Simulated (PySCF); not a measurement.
## Two-component Hartree-Fock for Er⁶³⁺ (erbium, charge +63)

Start: [He] 2s2 2p1; 2p1/2 filled at m_j = +1/2. Calculated with PySCF 2.14 in an uncontracted even-tempered set (17 s from 47 bohr⁻², ratio 2.4; 13 p from 60 bohr⁻², ratio 2.4; 5 d from 190 bohr⁻², ratio 2.6; 4 f from 290 bohr⁻², ratio 2.6): generalised Hartree-Fock with the X2C-1e Hamiltonian and a Gaussian nucleus; one run each with spin-orbit coupling (SO) switched off, then screened by Boettger's factors.

```json
{"spinor shell": "1s1/2", "electrons": "2", "ε, spin-free (eV)": "-64737.4", "ε, screened SO (eV)": "-64710.5", "weight of nominal j (screened SO)": "1.000", "rms radius, screened SO (bohr)": "0.0230"}
{"spinor shell": "2s1/2", "electrons": "2", "ε, spin-free (eV)": "-15705.6", "ε, screened SO (eV)": "-15697.3", "weight of nominal j (screened SO)": "1.000", "rms radius, screened SO (bohr)": "0.0895"}
{"spinor shell": "2p1/2", "electrons": "1", "ε, spin-free (eV)": "-14815.8", "ε, screened SO (eV)": "-15529.5", "weight of nominal j (screened SO)": "1.000", "rms radius, screened SO (bohr)": "0.0755"}
```

```tsv
quantity	spin-free	screened SO
E (hartree)	-6630.83799	-6657.06283
M_J	1/2	1/2
⟨J²⟩	1.104	0.750
⟨L²⟩	2.000	2.000
⟨S²⟩	0.750	0.750
```

Each row is a mean over spinors that exchange with the open shell spreads, by up to 18.903 eV (2s1/2).

Breit and QED terms are absent; they matter most for the inner s and p1/2 levels.

Densities and radii are taken from the X2C orbitals without a picture-change correction, which distorts them close to the nucleus.

Without spin-orbit coupling the j labels of p, d and f shells carry no meaning; the spin-free column gives the mean over the occupied spinors of each nl shell, and its ⟨J²⟩ belongs to a mixture of degenerate components.
